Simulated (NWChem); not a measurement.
# Lowest excitation of OPb

```
Pb
O 1 1.9646
```
Charge 0, spin multiplicity 1.

Everything below was run with NWChem. Structure: optimised with PBE/def2-SVP with def2 effective core potentials on Pb, a minimum by its harmonic frequencies.

Basis set: def2-SVPD.

```
method         lowest vertical singlet excitation energy (eV)  relative cost  difference from EOM-CCSD
-------------  ----------------------------------------------  -------------  ------------------------
CIS                                                      3.56        under 3                     +0.46
EOM-CCSD                                                 3.10              4                      0.00
TD-B3LYP                                                 3.01        under 3                     -0.09
TDA-CAM-B3LYP                                            3.13        under 3                     +0.03
TD-PBE                                                   3.15              1                     +0.05
```

The values span 0.55 eV, from TD-B3LYP (lowest) to CIS (highest). The cost column gives rough processor time relative to TD-PBE; each entry includes its own SCF.

Effective core potentials replace the inner electrons of Pb; spin-orbit coupling is left out. The correlated methods keep 5 core orbitals frozen. B3LYP has NWChem's definition, with VWN1-RPA local correlation. GW and range-separated runs recompute their integrals, the others keep them in memory, which bears on the times. The structure started from a generated list of species. Differences from the coupled-cluster row are differences between methods, not errors against experiment.
